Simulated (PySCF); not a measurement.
Ground-state electric properties of a mixed set of molecules.

All values: CAM-B3LYP/def2-SVPD (PySCF) at PBE0-D3(BJ)/def2-SVP geometries, gas phase, one conformer each. Core orbitals are frozen in the response; Δα² is half the sum of the squared differences of the principal polarisabilities. Dipoles and anisotropies that the point group forbids are given as zero.

(1) Rank by vertical ionisation energy (ΔSCF), highest first.
A. `C#C[C@@H]1CC(F)=C(F)[S@]1=O`
B. `CC(C)(C)c1pccs1`
C. `C[C@H]1CC[C@H](C)CC1`

(2) Rank by HOMO–LUMO gap, highest first.
A. `C(#C)[C@H]1[S@@](C(F)=C(C1)F)=O`
B. `CC(C)(C)c1pccs1`
C. `C[C@H]1CC[C@H](C)CC1`
D. `c1ccc2nc3ccccc3cc2c1`

(3) Rank by polarisability anisotropy Δα, highest first.
A. `c1ccc2nc3ccccc3cc2c1` (acridine)
B. `CC(C)(C)c1pccs1`
C. `[CH:1]#[C:2][C@@H:3]1[CH2:4][C:5]([F:6])=[C:7]([F:8])[S@:9]1=[O:10]` with C2–C3–C4–C5 -85°, C3–C4–C5–F6 162°, C5–C7–S9–O10 -84°, C2–C3–S9–C7 90°

Answers

(1) C (10.23 eV), A (9.53 eV), B (8.41 eV).

(2) C (11.07 eV), A (8.93 eV), B (7.69 eV), D (6.00 eV).

(3) A (25.14 Å³), B (7.14 Å³), C (3.47 Å³).

All values together:

```csv
SMILES,formula,μ (D),HOMO (eV),LUMO (eV),α (Å³),Δα (Å³),electrons,α per electron (Å³),ΔSCF removal energy (eV)
C[C@H]1CC[C@H](C)CC1,C8H16,0.00,-9.57,1.50,13.99,3.35,64,0.219,10.23
C#C[C@@H]1CC(F)=C(F)[S@]1=O,C6H4F2OS,4.20,-8.89,0.04,13.41,3.47,82,0.164,9.53
CC(C)(C)c1pccs1,C7H11PS,1.02,-7.82,-0.13,18.26,7.14,84,0.217,8.41
c1ccc2nc3ccccc3cc2c1,C13H9N,2.00,-7.29,-1.29,25.23,25.14,94,0.268,–
```

Conformers: `[CH3:1][C@H:2]1[CH2:3][CH2:4][C@H:5]([CH3:6])[CH2:7][CH2:8]1` with C1–C2–C3–C4 179°, C2–C3–C4–C5 -55°, C3–C4–C5–C6 179°, C4–C5–C7–C8 -54°; `[CH:1]#[C:2][C@@H:3]1[CH2:4][C:5]([F:6])=[C:7]([F:8])[S@:9]1=[O:10]` with C2–C3–C4–C5 -85°, C3–C4–C5–F6 162°, C5–C7–S9–O10 -84°, C2–C3–S9–C7 90°.

A dash marks a removal energy that wasn't run or isn't settled.
